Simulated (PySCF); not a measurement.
ClF3H2OSi2, SMILES F[Si](F)(F)O[SiH2]Cl. Atoms are numbered in the order given.

```xyz
9

Si     1.0757    -0.6719     0.4750
F      1.5001    -1.8215     1.4907
F      1.7006    -1.0101    -0.9499
F      1.7053     0.7024     0.9799
O     -0.5326    -0.5804     0.4018
Si    -1.8810     0.3041     0.0095
Cl    -1.3752     1.6797    -1.4330
H     -2.8917    -0.6280    -0.5387
H     -2.3482     1.0282     1.2149
```

Geometry: PBE0-D3(BJ)/def2-SVP. This is a generated structure with no PubChem entry under its InChIKey; it may be hypothetical. Other conformers were not sampled.

Method: PBE/def2-TZVP (PySCF).

Computed frontier levels, gap, dipole moment and polarisability:
```yaml
highest_occupied_level: -7.96 eV
lowest_empty_level: -1.18 eV
orbital_gap: 6.78 eV
dipole_moment: 1.98 D
quadrupole, principal values (traceless, Buckingham form, about the centre of nuclear charge): -4.13, -0.49, 4.62 D·Å
mean_static_polarisability: 59.7 bohr³ (8.84 Å³)
polarisability_principal_values: 52.2, 61.0, 65.8 bohr³
```
